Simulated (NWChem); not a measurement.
System: AlH2O2F; SMILES [Al]([OH])([F])[OH]

Here is an NWChem input.

```
start job
memory heap 200 mb stack 900 mb global 1100 mb
geometry units angstroms noautoz
  Al    -0.009086     0.033212     0.000000
  F     -1.636701     0.310021     0.000000
  O      1.034735     1.375265     0.000000
  H      1.988463     1.225647     0.000000
  O      0.611944    -1.553251     0.000000
  H      0.015535    -2.311951     0.000000
end
basis spherical
  * library def2-svpd
end
dft
  xc hfexch
  iterations 150
  mulliken
end
task dft energy
```

NWChem printed, in part:

```
             Northwest Computational Chemistry Package (NWChem) 7.3.0
             --------------------------------------------------------

 CS  symmetry detected

                             Geometry "geometry" -> ""
                             -------------------------

 Output coordinates in angstroms (scale by  1.889725989 to convert to a.u.)

  No.       Tag          Charge          X              Y              Z
 ---- ---------------- ---------- -------------- -------------- --------------
    1 Al                  13.0000     0.02236168     0.00611136     0.00000000
    2 F                    9.0000     1.14149678     1.21990312     0.00000000
    3 O                    8.0000     0.57870712    -1.60048389     0.00000000
    4 H                    1.0000    -0.06651874    -2.31858293     0.00000000
    5 O                    8.0000    -1.64624792     0.35003739     0.00000000
    6 H                    1.0000    -1.95732774     1.26357925     0.00000000

 Effective nuclear repulsion energy (a.u.)     159.9895346666

      Symmetry information
      --------------------

 Group name             Cs
 Group number              2
 Group order               2
 No. of unique centers     6

  xc_inp: hfexch multiplicative factor not found.

                                 NWChem DFT Module
                                 -----------------

 Summary of "ao basis" -> "ao basis" (spherical)
 ------------------------------------------------------------------------------
       Tag                 Description            Shells   Functions and Types
 ---------------- ------------------------------  ------  ---------------------
 Al                        def2-svpd                10       24   5s3p2d
 F                         def2-svpd                 9       23   4s3p2d
 O                         def2-svpd                 9       23   4s3p2d
 H                         def2-svpd                 4        8   2s2p

      Symmetry analysis of basis
      --------------------------

        a'         77
        a"         32

            General Information
            -------------------
          SCF calculation type: DFT
          Wavefunction type:  closed shell.
          No. of atoms     :     6
          No. of electrons :    40
           Alpha electrons :    20
            Beta electrons :    20
          Charge           :     0
          Spin multiplicity:     1
          Use of symmetry is: on ; symmetry adaption is: on
          Maximum number of iterations: 150
          AO basis - number of functions:   109
                     number of shells:    45
          Convergence on energy requested:  1.00D-06
          Convergence on density requested:  1.00D-05
          Convergence on gradient requested:  5.00D-04

              XC Information
              --------------
                     Hartree-Fock (Exact) Exchange  1.000

      Superposition of Atomic Density Guess
      -------------------------------------

 Sum of atomic energies:        -491.47601999

      Non-variational initial energy
      ------------------------------

 Total energy =    -492.064239
 1-e energy   =   -1000.019189
 2-e energy   =     347.965415
 HOMO         =      -0.513263
 LUMO         =      -0.074432

      Symmetry analysis of molecular orbitals - initial
      -------------------------------------------------

  Numbering of irreducible representations:

     1 a'          2 a"

  Orbital symmetries:

     1 a'          2 a'          3 a'          4 a'          5 a'
     6 a'          7 a'          8 a"          9 a'         10 a'
    11 a'         12 a'         13 a'         14 a'         15 a"
    16 a'         17 a'         18 a'         19 a"         20 a"
    21 a'         22 a"         23 a'         24 a'         25 a'
    26 a'         27 a'         28 a'         29 a"         30 a"

     ---------------------------------------------
      Total Density - Mulliken Population Analysis
     ---------------------------------------------

    Atom       Charge   Shell Charges
 -----------   ------   -------------------------------------------------------
    1 Al  13    10.82   2.00  1.99  0.30 -0.04  0.03  5.93  0.43 -0.07  0.25 -0.01
    2 F    9     9.79   1.99  1.15  0.79 -0.00  3.55  2.15  0.14  0.00  0.01
    3 O    8     9.02   1.99  1.11  0.64  0.04  3.12  1.95  0.16  0.00  0.01
    4 H    1     0.64   0.54  0.04  0.06 -0.00
    5 O    8     9.09   1.99  1.11  0.65  0.08  3.12  1.95  0.19  0.00  0.01
    6 H    1     0.63   0.54  0.04  0.06 -0.00

   convergence    iter        energy       DeltaE   RMS-Dens  Diis-err
 ---------------- ----- ----------------- --------- --------- ---------
 d= 0,ls=0.0,diis     1   -492.0709925580 -6.52D+02  1.13D-02  1.19D+00
 d= 0,ls=0.0,diis     2   -492.1478552785 -7.69D-02  3.47D-03  4.74D-01
 d= 0,ls=0.0,diis     3   -492.1888980358 -4.10D-02  5.52D-04  3.19D-03
 d= 0,ls=0.0,diis     4   -492.1895012355 -6.03D-04  1.65D-04  1.69D-04
 d= 0,ls=0.0,diis     5   -492.1895455837 -4.43D-05  5.53D-05  3.15D-05
  Resetting Diis
 d= 0,ls=0.0,diis     6   -492.1895518565 -6.27D-06  4.01D-05  4.71D-06
 d= 0,ls=0.0,diis     7   -492.1895532039 -1.35D-06  4.27D-06  1.56D-07
 d= 0,ls=0.0,diis     8   -492.1895532504 -4.65D-08  3.10D-06  3.48D-08

         Total DFT energy =     -492.189553250410
      One electron energy =    -1004.012550502615
           Coulomb energy =      397.405958104583
    Exchange-Corr. energy =      -45.572495519001
 Nuclear repulsion energy =      159.989534666623

 Numeric. integr. density =        0.000000000000

                  Occupations of the irreducible representations
                  ----------------------------------------------

                     irrep           alpha         beta
                     --------     --------     --------
                     a'               16.0         16.0
                     a"                4.0          4.0

[...]
```

Level: Hartree-Fock/def2-SVPD. All runs use the structure optimised with B3LYP/6-31G* (spherical d).
